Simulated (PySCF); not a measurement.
**Two-component Hartree-Fock for La²⁺ (lanthanum, charge +2)**

Start: [Xe] 5d1; 5d3/2 filled at m_j = +3/2. Calculated with PySCF 2.14 in x2c-TZVPPall-2c (11s11p10d3f1g, 124 functions): generalised Hartree-Fock with the X2C-1e Hamiltonian and a Gaussian nucleus; one run each with spin-orbit coupling (SO) switched off, then screened by Boettger's factors.

```tsv
spinor shell	electrons	ε, spin-free (eV)	ε, screened SO (eV)	weight of nominal j (screened SO)	rms radius, screened SO (bohr)
1s1/2	2	-39133.9	-39128.8	1.000	0.0286
2s1/2	2	-6348.9	-6347.3	1.000	0.116
2p1/2	2	-5684.7	-5973.5	1.000	0.100
2p3/2	4	-5684.7	-5556.8	1.000	0.106
3s1/2	2	-1414.0	-1413.5	1.000	0.303
3p1/2	2	-1197.0	-1254.6	1.000	0.295
3d3/2	4	-885.34	-895.61	1.000	0.279
3d5/2	6	-885.34	-877.92	1.000	0.283
4s1/2	2	-315.16	-314.96	1.000	0.694
4p1/2	2	-241.74	-254.05	1.000	0.719
4p3/2	4	-241.74	-236.10	1.000	0.746
4d3/2	4	-132.11	-133.95	1.000	0.820
4d5/2	6	-132.11	-130.66	1.000	0.830
5s1/2	2	-61.636	-61.566	1.000	1.67
5p1/2	2	-40.825	-43.097	0.996	1.86
5p3/2	4	-40.825	-39.702	0.998	1.93
5d3/2	1	-18.410	-18.511	0.998	2.82
```

Q: Where does 3p3/2 lie, and what is the 3p spin-orbit splitting (screened SO)?

A: At -1171.2 eV, 83.436 eV above 3p1/2.

| quantity | spin-free | screened SO |
| --- | --- | --- |
| E (hartree) | -8487.13334 | -8490.58265 |
| M_J | 3/2 | 3/2 |
| ⟨J²⟩ | 5.982 | 3.770 |
| ⟨L²⟩ | 6.028 | 6.053 |
| ⟨S²⟩ | 0.753 | 0.789 |

Each row is a mean over spinors that exchange with the open shell spreads, by up to 2.125 eV (5p1/2).

Breit and QED terms are absent; they matter most for the inner s and p1/2 levels.

Densities and radii are taken from the X2C orbitals without a picture-change correction, which distorts them close to the nucleus.

Without spin-orbit coupling the j labels of p, d and f shells carry no meaning; the spin-free column gives the mean over the occupied spinors of each nl shell.
